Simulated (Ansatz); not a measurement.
Relaxation of AlBrClF2H (6 atoms, charge 0, multiplicity 1), to a largest force component of 0.03 eV/Å in at most 50 steps.

Computed with RKS B3LYP/def2-SVP (Ansatz).

```xyz
6
Properties=species:S:1:pos:R:3:forces:R:3
Al -0.551 -0.704 -0.720 1.33 -0.16 0.62
Br 1.593 -1.331 0.058 -1.21 0.32 -0.46
F -0.681 0.114 -2.143 -0.02 0.01 -0.03
F -1.885 -1.233 0.089 -0.04 -0.01 0.01
H 1.253 1.140 1.356 -0.35 0.35 0.02
Cl 0.272 2.014 1.360 0.29 -0.52 -0.16
```

Problem. Where does it end, and by what steps?

Solution. It converged. After 8 steps the energy has fallen by 0.360 eV; Cl6 moved furthest, 0.65 Å. Joined: Al1–Cl6.

```csv
step,energy less start (eV),largest force component (eV/Å),accepted
0,0.0000,1.327,yes
1,-0.1482,0.568,yes
2,-0.1999,0.960,yes
3,-0.3029,0.779,yes
4,-0.3242,0.662,yes
5,-0.3530,0.337,yes
6,-0.3538,0.303,yes
7,-0.3597,0.064,yes
8,-0.3599,0.019,yes
```

```xyz
6
Properties=species:S:1:pos:R:3
Al -0.395 -0.485 -0.505
Br 1.586 -1.477 -0.035
F -0.567 0.284 -1.964
F -1.759 -1.050 0.251
H 1.150 1.136 1.303
Cl -0.014 1.592 0.949
```

Whether the end is a true minimum wasn't checked by a vibrational analysis.

Time of the run: 16 s on 2 threads of Intel(R) Xeon(R) 6975P-C (Granite Rapids), with other jobs on the host, peak memory 0.26 GiB.
